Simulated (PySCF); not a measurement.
H4O3SZr, SMILES [OH][Zr]([OH])([OH])[SH], multiplicity 1. Geometry optimised at PBE-D3(BJ)/def2-SVP. The multiplicity is an assumed one; no other spin state was optimised. The structure was generated by enumeration; whether it is a known compound was not checked. The def2 effective core potentials stand for the cores of Zr; spin–orbit coupling is left out. Other conformers were not sampled.

Problem. Give the equilibrium geometry at PBE-D3(BJ)/def2-SVP (PySCF confirms it by a frequency run) as a Z-matrix, and its point group. (The exact figures need the calculation; the answer reports its results.)

Solution. This is not unique; one that fits is point group Cs.
```
Zr
O 1 1.9254
H 2 0.9665 1 167.79
O 1 1.9279 2 112.73 3 61.80
H 4 0.9655 2 143.20 3 11.95
O 1 1.9279 2 112.73 3 -61.80
H 6 0.9655 4 143.72 5 0.00
S 1 2.4925 2 104.58 3 180.00
H 8 1.3654 1 91.76 2 180.00
```
Charge 0, spin multiplicity 1.
